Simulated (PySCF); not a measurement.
Candidates: TlCl₂⁺, TlBr₂⁺, TlI₂⁺. Level: PBE0 in the def2-TZVP basis family, computed in PySCF with density fitting; scalar-relativistic core potentials for atoms from Rb on, none lighter, no spin–orbit coupling; open shells unrestricted.

One of them gave a singlet of D∞h symmetry with wavenumbers 97 (×2), 376, 457 cm⁻¹ and a HOMO–LUMO gap of 5.66 eV.

**Question.** Which molecule is it?
A. TlBr₂⁺
B. TlI₂⁺
C. TlCl₂⁺

**Answer.** C. That is TlCl₂⁺, with Tl–Cl 2.241 Å (×2). The others give TlBr₂⁺ 2.387 Å and 317 cm⁻¹ for the highest mode; TlI₂⁺ 2.586 Å and 249 cm⁻¹ for the highest mode.

Spin–orbit coupling is large for TlCl₂⁺, TlBr₂⁺, TlI₂⁺ and is left out. Each species is the lowest minimum found with this bonding; other isomers or fragments can lie lower.
